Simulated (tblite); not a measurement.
Compound: C₄H₉OPSi.
Cartesian coordinates in Å at the GFN2-xTB level; atoms count from 1:
```
atom  x, y, z in Å
O1    -2.928   -1.441   -0.693
P2    -1.959   -0.345   -0.609
C3    -0.249   -0.626   -1.107
C4     0.614   -0.078   -0.251
Si5    2.493   -0.178   -0.394
C6    -0.005    0.690    0.890
C7    -1.459    0.247    1.053
H8    -2.365    0.805   -1.293
H9     0.025   -1.200   -1.976
H10    3.018    1.190   -0.422
H11    2.840   -0.894   -1.618
H12    2.997   -0.872    0.792
H13    0.043    1.755    0.645
H14    0.566    0.545    1.810
H15   -2.105    1.031    1.444
H16   -1.535   -0.621    1.716
```

Method: GFN2-xTB as coded in tblite; computed harmonic values from a numerical Hessian at the method's own geometry, unscaled. The method is semi-empirical: single wavenumbers can be off by several per cent or more. Modes of hydrogen on phosphorus and silicon can be 10 to 20 % off. One conformer, not necessarily the lowest.

Harmonic wavenumbers (cm⁻¹): 68.8, 98.3, 114.4, 178.4, 287.7, 313.1, 359.4, 418.7, 463.5, 538.0, 563.2, 711.0, 732.6, 739.7, 767.9, 777.8, 782.4, 794.4, 811.3, 889.5, 930.9, 961.9, 1002.3, 1052.7, 1084.0, 1152.7, 1185.9, 1225.7, 1283.3, 1304.3, 1429.8, 1471.7, 1624.7, 2237.5, 2253.7, 2260.4, 2297.7, 2938.1, 2948.0, 2975.0, 2990.2, 3095.1.

A = 4433, B = 996.9, C = 860.0 MHz; mass 132.016 u (most abundant isotopes); point group C1, symmetry number 1.

Zero-point energy?

½Σν̃ = 25058 cm⁻¹ = 71.64 kcal/mol.

Entropy at 298.15 K, 1 bar (ideal gas, RRHO, classical rotation)?

Translation 40.57, rotation 28.83, vibration 22.67: S = 92.1 cal/(mol K).

And Cp and H(298.15 K) − H(0)?

Cp = 34.88 cal/(mol K), of which vibrations give 26.94 (their classical limit is 42 R = 83.5); H(298.15 K) − H(0) = 6.14 kcal/mol without the zero-point energy, 3.77 from vibrations.

Blend soft modes into free rotors: weight 1/[1 + (100 cm⁻¹/ν̃)⁴] for the oscillator and the rest for a rotor with moment μB/(μ + B), μ = h/(8π²ν), B = 10⁻⁴⁴ kg m². What vibrational entropy results?

21.40 cal/(mol K) in place of 22.67, which changes −T·S at 298.15 K by +0.38 kcal/mol.

Which modes carry the vibrational entropy at 298.15 K?

68.8 cm⁻¹: 4.19; 98.3 cm⁻¹: 3.49; 114.4 cm⁻¹: 3.19; 178.4 cm⁻¹: 2.35; 287.7 cm⁻¹: 1.49; 313.1 cm⁻¹: 1.35 cal/(mol K); the other 36 give 6.62 together.

How do the functions run with temperature in this model?

| T (K) | S (cal/(mol K)) | Cp (cal/(mol K)) | H − H(0) (kcal/mol) | G − H(0) (kcal/mol) | ln q(vib) |
| --- | --- | --- | --- | --- | --- |
| 100 | 66.5 | 16.0 | 1.16 | -5.49 | 1.07 |
| 200 | 80.2 | 25.0 | 3.19 | -12.85 | 3.01 |
| 300 | 92.3 | 35.1 | 6.20 | -21.48 | 5.09 |
| 500 | 114.3 | 51.2 | 14.94 | -42.19 | 9.47 |
| 800 | 141.8 | 65.7 | 32.68 | -80.74 | 15.92 |
| 1000 | 157.1 | 71.7 | 46.45 | -110.67 | 19.93 |

q(vib) and H(0) count from the zero-point level.

What must be added to the electronic energy to get the Gibbs energy at 298.15 K and 1 bar?

ZPE + [H(298.15 K) − H(0)] − T·S = 71.64 + 6.14 − 27.45 = 50.33 kcal/mol.

Hindered rotation and anharmonicity are outside this model. Other conformers, if any are populated, would add a mixing term that is left out. The structure is chiral; the term R ln 2 for an equal mix with its mirror image is left out.
